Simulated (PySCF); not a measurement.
Compound: CH5ClOSi.
Numbering: `[CH3:1][O:2][SiH2:3][Cl:4]` (hydrogens: H5, H6, H7 on C1; H8, H9 on Si3)

Torsions of this conformer, `[CH3:1][O:2][SiH2:3][Cl:4]`: C1–O2–Si3–Cl4 177°.

The closed-shell ground state was solved at several levels (PySCF, density fitting, gas phase, non-relativistic). One conformer (not necessarily the lowest) at the PBE0-D3(BJ)/def2-SVP geometry, without solvent, vibrations or thermal averaging.

```tsv
level	basis functions	HOMO (eV)	LUMO (eV)	gap (eV)	dipole (D)
PBE0/pcSseg-0	54	-8.37	0.22	8.59	3.78
PBE0/aug-cc-pVDZ	145	-8.40	-0.29	8.11	2.42
PBE0/6-311+G(2d,p)	154	-8.45	-0.18	8.27	2.44
PBE0/cc-pVDZ	89	-8.25	0.58	8.83	2.50
PBE0/def2-SVP	89	-8.31	0.66	8.97	2.50
PBE0/IGLO-III	208	-8.40	0.19	8.59	2.22
PBE0/cc-pVTZ	198	-8.40	0.30	8.70	2.36
```

Question: Estimate the row for PBE0/6-31G*, a basis of 74 functions; the other rows only guide the guess.

Answer: HOMO -8.32 eV, LUMO 0.45 eV, gap 8.77 eV, dipole 2.86 D.

Question: Over all these levels, which gives the widest orbital gap and which the narrowest?

Answer: PBE0/def2-SVP has the widest, 8.97 eV, and PBE0/aug-cc-pVDZ the narrowest, 8.11 eV. From the narrowest to the widest the HOMO moves by +0.09 eV and the LUMO by +0.95 eV.

Question: How much does the basis alone move the frontier levels among the 8 PBE0 rows (the withheld one included)?

Answer: The HOMO by 0.20 eV and the LUMO by 0.95 eV. By rising basis size (HOMO, LUMO in eV): pcSseg-0 -8.37, 0.22; 6-31G* -8.32, 0.45; cc-pVDZ -8.25, 0.58; def2-SVP -8.31, 0.66; aug-cc-pVDZ -8.40, -0.29; 6-311+G(2d,p) -8.45, -0.18; cc-pVTZ -8.40, 0.30; IGLO-III -8.40, 0.19.

Question: How far do the dipole and the HOMO energy spread over the levels?

Answer: The dipole runs from 2.22 to 3.78 D (mean 2.63 D) and the HOMO from -8.45 to -8.25 eV.
